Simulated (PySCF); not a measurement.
ReO₂, SMILES [O]=[Re]=[O] (connectivity only; charge and spin as stated), neutral, multiplicity 4.

Coordinates come from a B3LYP-D3(BJ)/def2-TZVP optimisation. The multiplicity is an assumed one; other spin states were not compared. The def2 effective core potentials stand for the cores of Re; spin–orbit coupling is left out.

These are TDA-PBE/def2-TZVPD (PySCF 2.14.0) values and carry that method's errors.

Vertical excitations. The molecule is in vacuum.

Computed excitation energies, oscillator strengths and character:
| state | energy (eV) | λ (nm) | f | main pairs |
|---|---|---|---|---|
| root 1 | 2.19 | 565 | 0.000 | α HOMO→LUMO 99 % |
| root 2 | 2.68 | 463 | 0.000 | β HOMO→LUMO 96 % |
| root 3 | 2.87 | 433 | 0.004 | α HOMO−1→LUMO 82 % |
| root 4 | 3.22 | 385 | 0.000 | β HOMO→LUMO+1 100 % |
| root 5 | 3.47 | 358 | 0.003 | α HOMO→LUMO+1 69 %, β HOMO→LUMO+2 25 % |
| root 6 | 3.58 | 346 | 0.000 | α HOMO−2→LUMO 95 % |
| root 7 | 3.66 | 338 | 0.003 | β HOMO−1→LUMO 99 % |
| root 8 | 3.69 | 336 | 0.001 | β HOMO−2→LUMO 98 % |
| root 9 | 3.78 | 328 | 0.003 | α HOMO→LUMO+1 18 %, β HOMO→LUMO+2 71 % |
| root 10 | 3.95 | 314 | 0.000 | α HOMO−1→LUMO+1 95 % |
Unrestricted roots are not spin-pure.
